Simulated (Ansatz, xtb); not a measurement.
**Relative energy of two isomers of C5H5Br**

Structure a: `BrC1=CC=CC1`, a singlet. Structure b: `BrC1=CCC=C1`, a singlet. Both are isolated molecules in the gas phase, relaxed with r2SCAN-D4/def2-SVP.

a (Å):

```xyz
11

C    -0.3615    1.4824   -1.9768
C     0.2576    0.4404   -2.5849
C     1.0947   -0.2283   -1.5877
C     0.9823    0.4025   -0.3918
C     0.0366    1.5584   -0.5340
Br   -1.5561    2.6980   -2.7580
H     0.1534    0.1486   -3.6309
H     1.7115   -1.1053   -1.7978
H     1.4848    0.1366    0.5398
H     0.5107    2.5285   -0.2929
H    -0.8404    1.4760    0.1353
```

b (Å):

```json
{"atom": "C", "x (Å)": "0.5832", "y (Å)": "0.1397", "z (Å)": "-2.2896"}
{"atom": "C", "x (Å)": "-0.6646", "y (Å)": "0.4909", "z (Å)": "-1.8954"}
{"atom": "C", "x (Å)": "-0.5206", "y (Å)": "1.3973", "z (Å)": "-0.7106"}
{"atom": "C", "x (Å)": "0.9608", "y (Å)": "1.5023", "z (Å)": "-0.5005"}
{"atom": "C", "x (Å)": "1.5985", "y (Å)": "0.7585", "z (Å)": "-1.4351"}
{"atom": "Br", "x (Å)": "1.0252", "y (Å)": "-0.9868", "z (Å)": "-3.7312"}
{"atom": "H", "x (Å)": "-1.6079", "y (Å)": "0.1811", "z (Å)": "-2.3447"}
{"atom": "H", "x (Å)": "-1.0340", "y (Å)": "0.9938", "z (Å)": "0.1845"}
{"atom": "H", "x (Å)": "-0.9807", "y (Å)": "2.3892", "z (Å)": "-0.8895"}
{"atom": "H", "x (Å)": "1.4271", "y (Å)": "2.0931", "z (Å)": "0.2902"}
{"atom": "H", "x (Å)": "2.6738", "y (Å)": "0.6212", "z (Å)": "-1.5601"}
```

Energies in hartree; the thermal terms are from GFN2-xTB frequencies at re-optimised GFN2-xTB minima (ideal gas, soft modes damped towards free rotors, one conformer each, 298.15 K, 1 atm) and include the zero-point energy:

```
                               a            b
E, CCSD(T)/def2-SVP  −2765.130749  −2765.130319
    E, MP2/def2-SVP  −2765.058620  −2765.058158
  E, MP2/def2-TZVPP  −2765.769720  −2765.769608
  zero-point energy      0.080891      0.080776
       H(298 K) − E      0.087373      0.087252
       G(298 K) − E      0.050617      0.050516
```

Q: Correct the CCSD(T) difference for the basis set by the MP2 change, then work out ΔE, ΔE₀, ΔH and ΔG for a → b in kJ/mol (1 Eh = 2625.50 kJ/mol) and the equilibrium ratio [b]/[a].

A: 1. Differences b − a: CCSD(T) +0.000430, MP2 in the small set +0.000462, MP2 in the large set +0.000112 Eh.
2. ΔE = +0.000430 + (+0.000112 − (+0.000462)) = +0.000080 Eh = +0.21 kJ/mol.
3. ΔE₀ = ΔE + ΔZPE = +0.000080 + (−0.000115) Eh = −0.09 kJ/mol.
4. ΔH = ΔE + (−0.000121) Eh = −0.11 kJ/mol.
5. ΔG = ΔE + (−0.000101) Eh = −0.06 kJ/mol, so ΔS = (ΔH − ΔG)/T = −0.2 J/(mol K).
6. kT = 0.9442 mEh, so K = [b]/[a] = exp(−ΔG/kT) = exp(+0.02) ≈ 1.

The two are too close for this level to say which is favoured. An error of 4 kJ/mol in ΔG would change K by a factor of 5. Mirror images and further conformers aren't counted.

As drawn, both hold the same kinds of bond in the same numbers.

Other levels gave ΔE = +2.1 (GFN2-xTB); +0.6 (HF/STO-3G, GFN2-xTB geometries); +1.2 (r2SCAN-D4/def2-SVP//GFN2-xTB); +0.9 (r2SCAN-D4/def2-SVP); +0.4 (HF/def2-SVP); +1.2 (MP2/def2-SVP); +1.1 (CCSD(T)/def2-SVP) kJ/mol. The correlated steps freeze 14 core orbitals; the filled d shell of Br is correlated, in a basis made for valence electrons. Programs: Ansatz 0.2.0, xtb 6.7.1.
